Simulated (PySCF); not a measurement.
This PySCF input asks for the NMR shieldings of SMILES O[SiH2]C[SiH2][SiH2][SiH3], CH₁₂OSi₄; the geometry comes from GFN2-xTB.

```python
import basis_set_exchange as bse
import numpy as np
from pyscf import gto, dft
from pyscf.prop import nmr

atoms = """
O     2.442559    0.464687    1.302736
Si    1.952135    0.981950   -0.159905
C     1.292034   -0.449129   -1.219697
Si    0.161719   -1.678989   -0.303153
Si   -1.742094   -0.608284    0.465322
Si   -2.489259    1.156472   -0.834468
H     3.037348   -0.272768    1.401488
H     0.903061    1.921630    0.216096
H     3.065810    1.631000   -0.862753
H     0.749112   -0.030717   -2.067102
H     2.131229   -0.996237   -1.651522
H     0.975027   -2.328326    0.741117
H    -0.137008   -2.772726   -1.246654
H    -2.820050   -1.608054    0.599933
H    -1.550097   -0.157106    1.854167
H    -3.930606    1.409485   -0.748899
H    -2.214841    0.917694   -2.257472
H    -1.834838    2.425735   -0.505650
"""
names = dict.fromkeys(["O", "Si", "C", "H"], "pcSseg-1")
basis = {el: gto.basis.parse(bse.get_basis(n, elements=[el], fmt="nwchem")) for el, n in names.items()}
mol = gto.M(atom=atoms, basis=basis, charge=0, verbose=0)
mf = dft.RKS(mol, xc="PBE0")
mf.grids.level = 2
mf.grids.alignment = dft.numint.BLKSIZE   # the property module wants whole blocks of grid points
mf.conv_tol = 1e-9
mf.kernel()

calc = nmr.RKS(mf)   # GIAO
C = mf.mo_coeff
Co = C[:, mf.mo_occ > 0]
resp = mf.gen_response(singlet=True, hermi=2)
def vind(x):   # induced exchange potential for any number of trial vectors
    d = np.einsum("pi,xij,qj->xpq", C, 2 * x.reshape(-1, C.shape[1], Co.shape[1]), Co, optimize=True)
    return np.einsum("xpq,pi,qj->xij", resp(d - d.transpose(0, 2, 1)), C, Co, optimize=True).ravel()
mo1, _ = nmr.rhf.solve_mo1(calc, with_cphf=vind)
sigma = calc.kernel(mo1)
for i, s in enumerate(sigma):   # ppm
    print("%2d %-2s %9.2f" % (i, mol.atom_pure_symbol(i), np.trace(s) / 3))
```

Question: What are the results?

Answer: 
```
 0 O     313.46
 1 Si    366.80
 2 C     190.30
 3 Si    426.08
 4 Si    484.03
 5 Si    467.49
 6 H      30.92
 7 H      26.89
 8 H      26.34
 9 H      32.16
10 H      31.33
11 H      27.56
12 H      27.49
13 H      28.33
14 H      28.13
15 H      28.11
16 H      28.33
17 H      28.18
```

These numbers come from an equivalent density-fitted implementation of the same equations, which agrees with the script to about 0.01 ppm for H and up to a few tenths of a ppm for heavy atoms, so last digits may differ.

Size and cost of the density-fitted run: 190 basis functions, 40 s wall time on 1 thread of an Intel Xeon Platinum 8259CL, shared host; peak memory 0.9 GiB.
